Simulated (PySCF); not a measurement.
B(F)2(NMe2) (C₂H₆BF₂N), SMILES CN(C)B(F)F.

Geometry optimised at B3LYP-D3(BJ)/def2-SVP. The values are those of a single conformer.

Calculation: PBE/def2-TZVP (PySCF).

Gas-phase values at a fixed geometry.

The total energy comes out as -359.01256 hartree and the point group comes out as C2v. The highest occupied level comes out as -5.99 eV. The lowest empty level is 0.04 eV. The orbital gap comes out as 6.04 eV. The dipole moment is 2.58 D and the quadrupole, principal values (traceless, Buckingham form, about the centre of nuclear charge) is -1.76, 0.23, 1.53 D·Å. The mean static polarisability is 48.7 bohr³ (7.22 Å³) and the polarisability, principal values is 39.6, 50.4, 56.2 bohr³.
